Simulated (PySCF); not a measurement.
A species of formula C5H9OP has this rotational fingerprint, computed with wB97X-D/def2-SVPD in PySCF (dipole) on a GFN2-xTB geometry, gas phase:

* Rotational constants: A = 3180, B = 1562, C = 1438 MHz
* Dipole components: |μa| = 0.33 D, |μb| = 1.75 D, |μc| = 3.86 D
* Inertial defect: -130.85 u·Å²
* κ: -0.86

Problem. Which candidate fits, each taken in the one conformer that was computed?
A. `[CH3:1][O:2][C:3]1=[C:4]([CH3:5])[P:6]1[CH3:7]` with C1–O2–C3–C4 -173°
B. `[CH3:1][C:2]1=[CH:3][P@H:4](=[O:5])[CH2:6][CH2:7]1` with C2–C3–P4–O5 137°, C3–P4–C6–C7 -22°, P4–C6–C7–C2 26°, C1–C2–C7–C6 163°
C. `[CH:1]#[C:2][P@@:3]([CH3:4])(=[O:5])[CH2:6][CH3:7]` with C2–P3–C6–C7 180°
D. `[CH2:1]=[CH:2][C@@H:3]1[CH2:4][CH2:5][P@H:6]1=[O:7]` with C1–C2–C3–C4 128°, C2–C3–C4–C5 -145°, C3–C4–C5–P6 21°, C4–C5–P6–O7 -140°, C2–C3–P6–C5 140°

Solution. C. It is C#C[P@@](C)(=O)CC, an asymmetric top, point group C1. The candidates at the same level (rigid rotor, commonest isotopes):

```tsv
SMILES	A (MHz)	B (MHz)	C (MHz)	μa (D)	μb (D)	μc (D)	Δ (u·Å²)	point group	rotor
C=C[C@@H]1CC[P@H]1=O	3147	2033	1363	1.87	3.79	1.17	-38.41	C1	asymmetric top
COC1=C(C)P1C	2555	1795	1223	0.69	0.07	0.83	-66.26	C1	asymmetric top
C#C[P@@](C)(=O)CC	3180	1562	1438	0.33	1.75	3.86	-130.85	C1	asymmetric top
CC1=C[P@H](=O)CC1	4837	1562	1267	4.99	1.72	1.47	-29.05	C1	asymmetric top
```

`COC1=C(C)P1C` has A 20 % too low; `CC1=C[P@H](=O)CC1` has A 52 % too high; `C=C[C@@H]1CC[P@H]1=O` has B 30 % too high. No structure here is proved a minimum.
